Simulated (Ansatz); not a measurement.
A nudged elastic band was laid between two geometries of a periodic cell of 24 atoms, H$_{3}$C$_{8}$Cl (surface C(111), partly H-covered, underside capped with H, adsorbate Cl2).

Computed with DFT PBEsol, scalar-relativistic, plane waves, PAW (Ansatz 0.2.0). Settings: PAW set soft_1, cutoff 420 eV, k mesh 3x3x1, gaussian smearing 0.05 eV, no spin polarisation.

```json
{"movable images": "5", "climbing image": "yes", "spring": "2.0 to 10.0 eV/Å², energy-weighted", "optimiser": "lbfgs", "start path": "IDPP", "force threshold": "0.05 eV/Å", "iteration limit": "67", "end points": "relaxed", "atoms held": "1 to 12"}
```

First end point:

```xyz
24
Lattice="5.0487 0.0000 0.0000 2.5244 4.3723 0.0000 0.0000 0.0000 15.7764" Properties=species:S:1:pos:R:3
H 1.262 0.729 1.000
H 3.787 0.729 1.000
H 2.524 2.915 1.000
H 5.049 2.915 1.000
C 1.262 0.729 2.100
C 3.787 0.729 2.100
C 2.524 2.915 2.100
C 5.049 2.915 2.100
C 0.000 1.457 2.615
C 2.524 1.457 2.615
C 1.262 3.644 2.615
C 3.787 3.644 2.615
C 0.000 1.447 4.168
C 2.524 1.478 4.142
C 1.253 3.638 4.168
C 3.796 3.638 4.168
C 0.000 -0.034 4.662
C 2.524 0.035 4.653
C 1.248 2.184 4.635
C 3.800 2.184 4.635
H 1.246 2.184 5.734
H 3.803 2.184 5.734
Cl 0.000 -0.319 6.464
Cl 2.524 0.293 6.445
```

Last end point:

```xyz
24
Lattice="5.0487 0.0000 0.0000 2.5244 4.3723 0.0000 0.0000 0.0000 15.7764" Properties=species:S:1:pos:R:3
H 1.262 0.729 1.000
H 3.787 0.729 1.000
H 2.524 2.915 1.000
H 5.049 2.915 1.000
C 1.262 0.729 2.100
C 3.787 0.729 2.100
C 2.524 2.915 2.100
C 5.049 2.915 2.100
C 0.000 1.457 2.615
C 2.524 1.457 2.615
C 1.262 3.644 2.615
C 3.787 3.644 2.615
C 0.000 1.478 4.142
C 2.524 1.447 4.168
C 1.271 3.638 4.168
C 3.777 3.638 4.168
C 0.000 0.035 4.653
C 2.524 -0.034 4.662
C 1.276 2.184 4.635
C 3.773 2.184 4.635
H 1.279 2.184 5.734
H 3.770 2.184 5.734
Cl 2.524 -0.319 6.464
Cl 5.049 0.293 6.445
```

Question: Which bonds break or form, and what moves?

Answer: Contacts lost: C17–Cl23, C18–Cl24. Contacts made: C17–Cl24, C18–Cl23. The atom that moves furthest is Cl24, by 2.52 Å; four of its nearest neighbours are C18 1.81, H22 2.39, H21 2.39, C14 2.59 Å at the first end and C17 1.81, H21 2.39, H22 2.39, C13 2.59 Å at the last.

Question: Give the energies along the band, and the barrier.

Answer: The forces met the threshold. The highest image is number 3 of 0 to 6, 1.54 eV above the ends, which have the same energy within 2 meV. By the program's own check the climbing image is of a kind that is not told: the force calls were inconclusive, a negative curvature could not be distinguished from the path's own, the only one lies far off the path, or fixed occupations may fill a level only in part (lowest curvatures found: -3.58 and 0.38 eV/Å²). Limits of this set-up: thin slab, slab without dipole correction, no dispersion correction for a molecule that may bind weakly, PAW files made for another functional.

```json
{"image": "0", "path coordinate (Å)": "0.00", "energy (eV)": "0.00", "C17–Cl23 (Å)": "1.82", "C18–Cl24 (Å)": "1.81", "C17–Cl24 (Å)": "3.11"}
{"image": "1", "path coordinate (Å)": "0.98", "energy (eV)": "0.92", "C17–Cl23 (Å)": "1.79", "C18–Cl24 (Å)": "2.61", "C17–Cl24 (Å)": "3.31"}
{"image": "2", "path coordinate (Å)": "1.72", "energy (eV)": "1.35", "C17–Cl23 (Å)": "1.86", "C18–Cl24 (Å)": "3.10", "C17–Cl24 (Å)": "3.32"}
{"image": "3", "path coordinate (Å)": "2.38", "energy (eV)": "1.54", "C17–Cl23 (Å)": "2.15", "C18–Cl24 (Å)": "3.20", "C17–Cl24 (Å)": "3.20"}
{"image": "4", "path coordinate (Å)": "3.04", "energy (eV)": "1.35", "C17–Cl23 (Å)": "2.56", "C18–Cl24 (Å)": "3.32", "C17–Cl24 (Å)": "3.10"}
{"image": "5", "path coordinate (Å)": "3.77", "energy (eV)": "0.92", "C17–Cl23 (Å)": "2.87", "C18–Cl24 (Å)": "3.31", "C17–Cl24 (Å)": "2.61"}
{"image": "6", "path coordinate (Å)": "4.75", "energy (eV)": "0.00", "C17–Cl23 (Å)": "3.13", "C18–Cl24 (Å)": "3.11", "C17–Cl24 (Å)": "1.81"}
```

Question: What is the geometry of the highest image?

Answer: 
```xyz
24
Lattice="5.0487 0.0000 0.0000 2.5244 4.3723 0.0000 0.0000 0.0000 15.7764" Properties=species:S:1:pos:R:3:forces:R:3
H 1.262 0.729 1.000 0.00 -0.02 -0.26
H 3.787 0.729 1.000 0.00 0.00 -0.27
H 2.524 2.915 1.000 -0.08 0.00 -0.25
H 5.049 2.915 1.000 0.08 0.00 -0.25
C 1.262 0.729 2.100 0.00 0.07 1.19
C 3.787 0.729 2.100 0.00 0.00 1.46
C 2.524 2.915 2.100 -0.01 -0.03 1.48
C 5.049 2.915 2.100 0.01 -0.03 1.48
C 0.000 1.457 2.615 0.19 -0.17 -0.94
C 2.524 1.457 2.615 -0.19 -0.17 -0.94
C 1.262 3.644 2.615 0.00 0.61 -0.53
C 3.787 3.644 2.615 0.00 -0.25 -2.17
C 0.013 1.466 4.176 0.00 0.00 -0.01
C 2.511 1.466 4.176 0.00 0.00 -0.01
C 1.262 3.669 4.266 0.00 0.00 0.00
C 3.787 3.621 4.114 0.00 0.00 -0.01
C 0.060 0.011 4.615 0.00 0.00 0.00
C 2.464 0.011 4.615 0.00 0.00 0.00
C 1.262 2.214 4.672 0.00 0.00 0.01
C 3.787 2.166 4.646 0.00 0.00 0.02
H 1.262 2.223 5.775 0.00 0.00 0.00
H 3.787 2.160 5.749 0.00 0.00 -0.01
Cl 1.262 0.050 6.400 0.00 0.00 0.00
Cl 3.787 0.171 7.525 0.00 -0.01 0.00
```

Time of the run: 24 min on 2 threads of Arm Neoverse V2, with other jobs on the host, peak memory 1.1 GiB.
